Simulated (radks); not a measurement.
Spherical quantum dot in the effective-mass picture: electrons in a parabolic well V = omega^2 r^2 / 2 with omega = 4.15, with a point charge +1 (a donor) at the centre, all in effective atomic units (hartree* = m*/eps^2 hartree, bohr* = eps/m* bohr), one dielectric constant everywhere. Method: non-relativistic Kohn-Sham, LDA (Slater exchange, Perdew-Wang correlation), spin-polarised, spherical densities; computed with a radial shooting solver with Libxc functionals. Levels are named by radial order and angular momentum (1s, 1p, 1d, 2s, ...), and open shells are averaged over m. Results are scaled to m* = 0.076 and eps = 6.5, for which hartree* = 48.95 meV and bohr* = 4.526 nm. At N = 8 the configuration is 1s2 1p6. Does electron 9 go into 1d up or 2s up?

Answer. Into 2s up. The total energies of the other choices lie higher by 15.4 meV (1d up).
